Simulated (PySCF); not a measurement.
# Radial density of Rh³⁺ (rhodium, charge +3)

UHF, [Kr] 4d6, high-spin 5D determinant. Calculation: PySCF 2.14, in def2-SVP with the def2 core potential (28 electrons) (5s3p2d1f, 31 functions); scalar relativity through the core potential. This is the valence pseudo-density: the core potential removes the inner electrons and smooths the orbitals near the nucleus.

| r (bohr) | 4πr²ρ (e/bohr) | 4πr²(ρα − ρβ) |
| --- | --- | --- |
| 0.0201 | 1.001e-05 | 0.0000 |
| 0.0338 | 2.783e-05 | 0.0000 |
| 0.0569 | 7.600e-05 | 0.0000 |
| 0.0957 | 0.0002234 | 0.0000 |
| 0.161 | 0.001646 | 0.0007 |
| 0.271 | 0.04873 | 0.0156 |
| 0.455 | 1.450 | 0.2736 |
| 0.766 | 11.99 | 2.0994 |
| 1.29 | 10.48 | 3.1613 |
| 2.17 | 1.565 | 0.8460 |
| 3.65 | 0.01514 | 0.0070 |
| 6.13 | 4.437e-05 | 0.0000 |

Energies and moments cover only the electrons outside the core potential.
